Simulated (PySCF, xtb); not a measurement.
B(OMe)3 (C₃H₉BO₃), SMILES COB(OC)OC.

GFN2-xTB (xtb) at its own geometry gives an orbital gap of 8.12 eV and a dipole moment of 0.08 D.

The structure is a stationary point at PBE0-D3(BJ)/def2-SVP. The isomer is the one that the SMILES or the coordinates give; other isomers of the formula were not compared. Other conformers were not sampled.

### Question
What does r2SCAN/def2-TZVP run with PySCF give? (An estimate is asked for; the answer gives what the named calculation found.)

### Answer
gap 7.76 eV (levels -6.90 and 0.86 eV), dipole 0.00 D.
